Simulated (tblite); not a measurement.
Computed with GFN2-xTB (tblite): harmonic, unscaled wavenumbers at the GFN2-xTB geometry, gas phase. Errors from tens to a few hundred cm⁻¹ against measured bands are possible. Modes of hydrogen on boron and silicon can be 10 to 20 % off. One conformer each. Thermal functions are those of the rigid rotor and harmonic oscillator, without mixing of conformers.

**Question.** Order these by their zero-point energy, highest first (kcal/mol).
A. `C/C=C/O[SiH2]N1CCCC1`
B. `FC(F)(F)P1CCC=C1[SiH3]`
C. `[BH3-][N+]#CCC(=O)C(F)(F)F`
D. `C#CC1=CC[C@H]1F`

**Answer.** A (130.6), B (72.0), C (54.8), D (54.0).

```tsv
SMILES	atoms	mass (u)	symmetry number	modes under 300 cm⁻¹	ZPE (kcal/mol)	S translation (cal/(mol K))	S rotation	S vibration	S	Cp
C/C=C/O[SiH2]N1CCCC1	25	157.09	1	10	130.6	43.7	32.0	67.4	143.0	71.7
FC(F)(F)P1CCC=C1[SiH3]	18	184.01	1	9	72.0	44.1	32.0	61.1	137.2	63.3
[BH3-][N+]#CCC(=O)C(F)(F)F	15	151.04	1	9	54.8	43.5	31.6	59.6	134.8	54.3
C#CC1=CC[C@H]1F	12	96.04	1	3	54.0	42.2	28.9	26.1	97.2	38.0
```

Entropies and Cp are for 500 K and 1 bar.
